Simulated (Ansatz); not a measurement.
C5H8, SMILES `C=CCC=C` (C–C–C–C torsion 117°, C–C–C–C torsion 117°) (charge 0, multiplicity 1).

Calculation: PBE/cc-pVTZ // B3LYP-D3(BJ)/def2-TZVP (Ansatz, a program for electronic structure).

Ansatz 0.2 input:
```yaml
crystal:
  periodic: [false, false, false]
  atoms:
    - { symbol: C, position_ang: [1.965581, -1.098109, -0.732742] }
    - { symbol: C, position_ang: [0.954319, -0.241505, -0.784958] }
    - { symbol: C, position_ang: [-0.407829, -0.478536, -0.194043] }
    - { symbol: C, position_ang: [-0.725778, 0.509668, 0.893694] }
    - { symbol: C, position_ang: [-1.713236, 1.394205, 0.852809] }
    - { symbol: H, position_ang: [1.863872, -2.065288, -0.252832] }
    - { symbol: H, position_ang: [2.92905, -0.867626, -1.168798] }
    - { symbol: H, position_ang: [1.093475, 0.72213, -1.267449] }
    - { symbol: H, position_ang: [-0.450734, -1.496202, 0.206774] }
    - { symbol: H, position_ang: [-1.168787, -0.404103, -0.977332] }
    - { symbol: H, position_ang: [-0.065684, 0.483853, 1.756458] }
    - { symbol: H, position_ang: [-1.888102, 2.089047, 1.664076] }
    - { symbol: H, position_ang: [-2.386146, 1.452465, 0.004344] }
basis:
  gaussian: { orbitals: cc-pVTZ }
hamiltonian:
  xc: pbe
```

Output:

```
Functional definition: PBE
1300 factors; their error is unknown
mean field evaluation 1: about -5293.6922 eV, gradient 7.8e1 eV
mean field evaluation 2: about -5276.4509 eV, gradient 1.1e2 eV
mean field evaluation 4: about -5307.8957 eV, gradient 1.7e1 eV
mean field evaluation 8: about -5308.6444 eV, gradient 6.0e-2 eV
mean field evaluation 16: about -5308.6179 eV, gradient 1.5e-4 eV
mean field -5308.61789719 eV, -195.0881094112 hartree, gradient 2.3e-5 eV, S^2 0.000000; 0 other end points of the search recorded, 0 dependent functions left out
reference -5308.61793859 eV, -195.0881109325 hartree; 19, 19 occupied and 243, 243 virtual orbitals, 1300 factors
Total energy: -5308.61793859 eV, -195.0881109325 hartree
```
